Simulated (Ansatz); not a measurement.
## One elementary step

Start structure (CH₈AlAs, closed shell), relaxed at PBE0-D4/def2-TZVP:

```
11
angstrom
Al -0.7062 -0.6913 -0.2679
C 0.9904 -1.4388 0.3685
H -1.0380 -0.6719 -1.8262
H -1.8761 -0.3868 0.7678
H 0.5919 1.1566 -0.4420
As -0.0678 2.5404 -0.3455
H 1.8115 -1.3030 -0.3403
H 1.2946 -1.0230 1.3329
H 0.8708 -2.5196 0.5137
H -0.4700 2.3145 1.1026
H -1.4009 2.0229 -0.8634
```

The step: CH₅Al ([CH3][AlH2]) + AsH₃ → AlAsH₄ ([AlH2][AsH2]) + CH₄; bonds formed: Al1–As6, C2–H5; bonds broken: Al1–C2, H5–As6. Ansatz 0.2.0; basis: def2-TZVPP and def2-QZVPP; cores frozen in the correlated methods. Filled d shells of the heavier atoms are correlated. The def2 sets are not built for correlating such inner shells, so the correlated values are less sure here. Extrapolation: Hartree–Fock as exp(−7.88 √X), correlation as X^−2.97. Energies below are by CCSD(T) at an estimated basis limit (MP2 extrapolated from triple and quadruple zeta, plus CCSD(T) − MP2 in triple zeta).

Q: What are the electronic barrier and the energy of the step, from the start structure to the end structure? (Judge from chemistry; the value comes from the calculation.)

A: The calculation gives: Barrier 24.32 kcal/mol; step energy -15.48 kcal/mol (downhill); reverse barrier, their difference, 39.79 kcal/mol. Barrier and step energy count from the start structure, the reverse barrier from the end structure.

The saddle point: One imaginary mode of 1174i cm⁻¹.
```csv
pair,start (Å),saddle (Å),end (Å)
Al1–As6,3.30,2.72,2.44
C2–H5,2.75,1.52,1.09
Al1–C2,1.96,2.11,2.90
H5–As6,1.54,1.87,3.63
```

Zero-point energy (harmonic, PBE0-D4): ZPE is 45.11 kcal/mol at the start and 44.63 kcal/mol at the saddle, so the barrier goes from 24.32 to 23.84 kcal/mol.

No T1 diagnostic of these runs exceeds 0.011.

Labels in which every atom is bracketed show which atoms are joined, not bond orders.

For scale, one of the runs: CCSD(T)/def2-TZVPP, 233 basis functions, launched by `ansatz run in.yaml --threads 4 --pin off --events-out ev --progress --plain --max-ram 9574MiB`. The run took 100 s on 4 CPU threads of an Arm Neoverse V2 (shared host), with 3.9 GiB of host memory at its peak.
